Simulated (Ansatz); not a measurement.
Gas-phase electronic energies from Ansatz, PBE0-D4/def2-TZVP geometries. CCSD(T)/CBS adds triple-zeta CCSD(T) − MP2 to the extrapolated MP2 energy (def2 sets, frozen cores). One conformer a species, not always the lowest.

Reaction (ligand exchange at the Si–N bond): `CN[SiH2]Cl` + `C[SiH](S)Cl` → `C[SiH](Cl)S[SiH2]Cl` + CH₃NH₂

`CN[SiH2]Cl`:

Z-matrix (Å, degrees):
```
C
N 1 1.450
H 1 1.096 2 113.1
H 1 1.093 2 110.8 3 -122.0
H 1 1.093 2 109.4 3 119.9
Si 2 1.697 1 123.8 3 -88.7
H 2 1.008 1 113.6 3 65.8
Cl 6 2.075 2 114.8 1 68.9
H 6 1.479 2 108.8 1 -48.4
H 6 1.479 2 108.1 1 -172.4
```

`C[SiH](S)Cl`:

Z-matrix (Å, degrees):
```
C
Si 1 1.855
H 1 1.092 2 110.1
H 1 1.092 2 110.6 3 -120.1
H 1 1.092 2 110.2 3 120.3
S 2 2.127 1 112.6 3 58.6
Cl 2 2.062 1 107.8 3 -178.0
H 2 1.480 1 113.1 3 -59.4
H 6 1.344 2 94.4 1 51.7
```

`C[SiH](Cl)S[SiH2]Cl`:

Z-matrix (Å, degrees):
```
C
Si 1 1.852
H 1 1.092 2 110.0
H 1 1.093 2 110.1 3 -119.7
H 1 1.092 2 110.7 3 120.1
Cl 2 2.059 1 110.0 3 -60.3
S 2 2.138 1 107.0 3 179.4
H 2 1.478 1 112.9 3 58.1
Si 7 2.125 2 101.4 1 170.9
Cl 9 2.052 7 112.2 2 54.8
H 9 1.476 7 111.7 2 -65.4
H 9 1.478 7 105.4 2 172.9
```

CH₃NH₂:

```xyz
7

C    -0.240   -0.236   -0.458
N     0.325    0.646    0.549
H    -0.231   -1.307   -0.204
H     0.305   -0.112   -1.396
H    -1.276    0.051   -0.651
H     1.290    0.403    0.735
H    -0.173    0.554    1.424
```

```
              species  MP2/def2-QZVPP energy (Eh)
         `CN[SiH2]Cl`                  -845.16875
        `C[SiH](S)Cl`                 -1187.65584
`C[SiH](Cl)S[SiH2]Cl`                 -1937.13337
               CH₃NH₂                   -95.69294
```

Q: Work out ΔE.

A: ΔE = (-1937.13337) + (-95.69294) − (-845.16875) − (-1187.65584) = -0.00172 Eh = -4.5 kJ/mol. CCSD(T)/CBS gives -2.2 kJ/mol.

Largest T1 diagnostic among the species: 0.010.

In def2-TZVPP, CCSD(T) changes the Hartree–Fock value by −11.8 kJ/mol (the triples alone add −3.0 kJ/mol) and MP2 by −16.1 kJ/mol. The D4 term adds −9.9 kJ/mol with B3LYP and −5.5 kJ/mol with PBE0; it sums over pairs of atoms, weighted by their polarisabilities, and B3LYP, whose exchange is more repulsive, gets the larger term.

B3LYP here is the variant with VWN-RPA as its local correlation; programs differ in this.
